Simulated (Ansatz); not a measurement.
Basis-set series for ClF₃MoS (`[F][Mo]([F])([F])(=[S])[Cl]`). The species carries charge 0 and has multiplicity 1. Mo: def2 effective core potential. All single points use the PBE0-D4/def2-TZVP geometry.

```csv
functional,basis,functions,energy (Eh),HOMO (eV),LUMO (eV)
PBE0-D4,def2-SVP,109,-1225.23111,-9.42,-4.77
PBE0-D4,def2-QZVPP,392,-1225.97163,-9.33,-4.63
ωB97M-V,def2-SVP,109,-1225.59173,-11.44,-2.53
ωB97M-V,def2-QZVPP,392,-1226.33381,-11.41,-2.44
```

(1) Give the rows for def2-TZVPP. (An estimate is asked.)

## Answers

(1) Computed: 
```
functional       basis  functions  energy (Eh)  HOMO (eV)  LUMO (eV)
   PBE0-D4  def2-TZVPP        233  -1225.92541      -9.34      -4.66
   ωB97M-V  def2-TZVPP        233  -1226.28974     -11.41      -2.45
```
